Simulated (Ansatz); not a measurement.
C₃H₆AlNO (`CO[C]1=N[CH2][AlH]1`) at its PBE0-D4/def2-TZVP geometry, where that method's forces vanish. Charge 0, multiplicity 1.

```xyz
12

C     0.0871   -2.0920   -0.8437
O     0.9438   -1.2852   -0.0400
C     0.4989   -0.0659    0.2402
N    -0.6295    0.3883   -0.1726
C    -0.8305    1.7761    0.3129
Al    0.9287    1.5933    1.1742
H     0.6042   -3.0409   -0.9730
H    -0.0933   -1.6167   -1.8101
H    -0.8748   -2.2418   -0.3492
H    -0.9604    2.4629   -0.5270
H    -1.7339    1.8426    0.9242
H     2.0596    2.2794    2.0639
```

Q: What forces (eV/Å) does B3LYP-D4/def2-TZVPP give on these atoms in Ansatz 0.2.0? (Best estimate.)

A: Ansatz gave: 
```
C1  -0.184 -0.291 -0.221
O2   0.244 -0.083  0.093
C3   0.040  0.185  0.102
N4  -0.081 -0.128 -0.097
C5  -0.188  0.287  0.024
Al6  0.159  0.084  0.120
H7  -0.039  0.049  0.000
H8   0.009 -0.043  0.053
H9   0.057 -0.003 -0.038
H10 -0.002 -0.029  0.054
H11  0.047  0.011 -0.040
H12 -0.062 -0.039 -0.050
```

B3LYP here is the variant with VWN-RPA as its local correlation; programs differ in this.
